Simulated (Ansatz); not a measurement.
`C=NC[TeH]` + `N[SiH2][AlH2]` → `N[SiH2][AlH][TeH]` + `C=NC`  (formal exchange of groups at a Te–C bond)

Program: Ansatz. Geometries: PBE0-D4/def2-TZVP. ΔE: electronic, gas phase. CCSD(T)/CBS is the MP2 limit (def2-TZVPP, def2-QZVPP) plus CCSD(T) − MP2 in def2-TZVPP, frozen cores. Functionals use def2-TZVPP. def2 core potentials past Kr. For Te outer-core shells are correlated without core-valence functions, which leaves a few kJ/mol of doubt a bond. Each species was taken in one conformer, which may not be the lowest.

**Question.** Is it downhill or uphill in electronic energy at CCSD(T)/CBS, and by how much? (Estimate.)

**Answer.** Ansatz gave: Downhill: ΔE = -159.6 kJ/mol.

**Question.** What do these levels give: r2SCAN, SCS-MP2/def2-TZVPP, HF/def2-QZVPP, SCS-MP2/def2-QZVPP, HF/CBS(def2), MP2/CBS(def2)? (Best estimate.)

**Answer.** Computed: r2SCAN -162.9, SCS-MP2/def2-TZVPP -158.1, HF/def2-QZVPP -175.2, SCS-MP2/def2-QZVPP -158.2, HF/CBS(def2) -175.1, MP2/CBS(def2) -159.9 kJ/mol.

Largest T1 diagnostic among the species: 0.012.

In def2-TZVPP, CCSD(T) changes the Hartree–Fock value by +16.8 kJ/mol (the triples alone add +2.9 kJ/mol) and MP2 by +16.4 kJ/mol. The D4 term adds +5.0 kJ/mol with B3LYP and +2.3 kJ/mol with PBE0; it sums over pairs of atoms, weighted by their polarisabilities, and B3LYP, whose exchange is more repulsive, gets the larger term.

B3LYP here is the variant with VWN-RPA as its local correlation; programs differ in this.
